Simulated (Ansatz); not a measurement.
`[CH3][GeH]([F])[Cl]` + H–F → `[CH3][GeH]([F])[F]` + HCl at 500 K and 1 bar (ligand exchange at a Ge–Cl bond).

Program: Ansatz. Geometries: PBE0-D4/def2-TZVP. ΔE: electronic, gas phase. CCSD(T)/CBS adds triple-zeta CCSD(T) − MP2 to the extrapolated MP2 energy (def2 sets, frozen cores). This one scheme is used for every species. For Ge outer-core shells are correlated without core-valence functions, which leaves a few kJ/mol of doubt a bond. Scalar relativity is left out up to krypton.

| species | CCSD(T)/CBS energy (Eh) | H − E (kJ/mol) | S (J/(mol·K)) |
| --- | --- | --- | --- |
| `[CH3][GeH]([F])[Cl]` | -2676.23424 | 167.2 | 389.3 |
| H–F | -100.39570 | 39.4 | 188.7 |
| `[CH3][GeH]([F])[F]` | -2316.24489 | 168.3 | 377.4 |
| HCl | -460.38127 | 32.5 | 201.9 |

H − E and S are ideal-gas, rigid-rotor, harmonic terms from PBE0-D4/def2-TZVP, for one conformer and one mirror image of each species. 1 Eh = 2625.50 kJ/mol, R = 8.31446 J/(mol·K).

Task: By hand: ΔE, ΔH, ΔS and ΔG.

Result: ΔE = (-2316.24489) + (-460.38127) − (-2676.23424) − (-100.39570) = 0.00378 Eh = 9.9 kJ/mol. Δ(H − E) = 168.3 + 32.5 − 167.2 − 39.4 = -5.8, so ΔH = 4.1 kJ/mol. ΔS = 377.4 + 201.9 − 389.3 − 188.7 = 1.3 J/(mol·K). ΔG = 4.1 − 500 × (1.3)/1000 = 3.4 kJ/mol.

Task: By hand: the equilibrium constant, and the temperature at which ΔG would vanish if ΔH and ΔS stayed fixed.

Result: log₁₀ K = −ΔG/(RT ln 10) = -0.4. ΔG = 0 at ΔH/ΔS = 3154 K, far beyond where these terms or the molecules hold.

The number of gas molecules stays the same, so ΔS is small and ΔH decides. The sign of ΔG lies within the doubt. A doubt of 5 kJ/mol in ΔE shifts log₁₀ K by 0.5 here. Other conformers and mirror images would add mixing entropy, several J/(mol·K) or more a flexible species. These are equilibria of isolated gas molecules and say nothing of rates. Largest T1 diagnostic: 0.012 (customary marks: 0.02 for closed shells, 0.045 for open ones).
